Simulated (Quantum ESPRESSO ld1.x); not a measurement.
Values are calculated unless marked as measured or tabulated.
Excited configurations of B I: one electron is placed in a higher orbital outside [He] 2s2. The ground configuration is [He] 2s2 2p1. Code: ld1.x of Quantum ESPRESSO 7.5. Model: scalar-relativistic Kohn-Sham, LDA (Slater exchange, Perdew-Zunger correlation), spin-polarised, spherical densities, point nucleus; open shells are filled with parallel spins first. Excitation = E - E(ground); binding = E(ion) - E, where the ion is the core of charge +1; n* = 1/sqrt(2 binding) in atomic units, and the quantum defect is n - n*.

outer orbital  excitation (eV)  binding (eV)     n*  eigenvalue (eV)  <r> (bohr)
4s                       6.928         1.633  2.886           -1.020       13.37
4f                       7.630         0.932  3.821           -0.466       17.20
5p                       7.732         0.829  4.050           -0.534       26.11
5d                       7.867         0.695  4.425           -0.434       29.61
6s                       7.923         0.639  4.616           -0.429       35.50
6p                       7.996         0.566  4.903           -0.378       39.39
6d                       8.069         0.493  5.253           -0.324       43.76
7s                       8.107         0.455  5.469           -0.313       50.62
7d                       8.194         0.367  6.087           -0.249       60.59

The Delta-SCF ionisation energy is 8.562 eV (NIST Atomic Spectra Database: 8.298 eV, measured). Self-interaction in the functional shifts the binding energies and quantum defects, so they are the method's values and not measured ones. Open shells are spherical and high-spin; term and fine-structure splittings are not resolved.
